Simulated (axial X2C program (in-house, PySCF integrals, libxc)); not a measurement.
What spin–orbit coupling does to KS

Calculated with an in-house all-electron X2C program for linear molecules (integrals from PySCF). Spin-free means the one-electron spin-free X2C Hamiltonian; two-component (2c) means X2C with spin–orbit coupling and atomic mean-field two-electron Coulomb and Gaunt terms, so the difference of the two also holds small scalar two-electron terms. Basis: K dyall-cv3z [11s12p6d3f], S dyall-av3z [9s8p3d2f] (cores contracted in-house); Gaussian nuclei, density fitting, unrestricted open shells. Masses: K 38.964 u, S 31.972 u.

Spin-free state: M_S = 1/2, Λ = 1 (beyond evenly filled blocks: π+α, π+β, π-α); fragments K + S.

```
    level  Re (Å)  ωe (cm⁻¹)  De (eV)   μ (D)
     PBE0   2.812      253.5    2.602  -10.07
       HF   2.892      245.0    1.493  -11.18
      MP2   2.827      254.8    2.564     n/a
     CCSD   2.842      252.5    2.525     n/a
  CCSD(T)   2.839      252.4    2.560     n/a
BHandHLYP   2.831      254.2    2.510  -10.41
```

Correlated methods: 15 electrons correlated (number of frozen shells: K 2 s, 1 p; S 2 s, 1 p), 237 virtual spin orbitals or spinors in MP2, 90 natural virtuals in coupled cluster.

Dipoles are positive if S is the positive end.

Question: Within this multiplet, which Ω should lie lowest by the rule for regular and inverted multiplets?

Answer: The open π shell holds three electrons, one hole, so the multiplet is inverted: Ω = Λ + 1/2 = 3/2. The PBE0 2c search agrees, though Ω = 1/2 of the search lies only 0.04 eV higher.

Two-component determinant lowest at the distance of the search:

Ω = 3/2 (⟨Sz⟩ = 0.50, ⟨Lz⟩ = 1.00 at HF); fragments K + S.

```tsv
level	Re (Å)	ωe (cm⁻¹)	De (eV)	μ (D)
PBE0	2.812	253.4	2.621	-10.06
HF	2.893	244.9	1.508	-11.17
MP2	2.827	254.7	2.559	n/a
CCSD	2.842	252.4	2.530	n/a
CCSD(T)	2.839	252.4	2.556	n/a
BHandHLYP	2.831	254.1	2.526	-10.41
```

Question: From the two tables, how do the constants change at the CCSD(T) level (2c against spin-free)?

Answer: At the CCSD(T) level Re is unchanged within 0.001 Å and ωe doesn't move by more than 0.2 cm⁻¹; De changes by -0.004 eV.

The state is a single determinant with fixed occupations, the lowest that a limited PBE0 search found. Dissociation energies refer to the lowest single-determinant-based atoms at the same level and basis. Density functionals use the spin component along the axis (collinear). Coupled cluster ran in a truncated set of natural virtual spinors; the MP2 energy of the rest was added. (T) has no such correction and the atoms are truncated less, which lowers De at CCSD(T) by a hundredth of an eV or more. In 2c an atomic determinant is not the ground J level, so De misses part of the atomic spin–orbit lowering. This holds for PBE0, BHandHLYP. PBE0 can misorder states that lie within some tenths of an eV, so this need not be the ground state of the molecule. The nearest other spin-free determinant of the search, M_S = 1/2, Λ = 0, lies 0.24 eV up at the distance of the search. Without a current term, density functionals place determinants with orbital angular momentum somewhat too high.
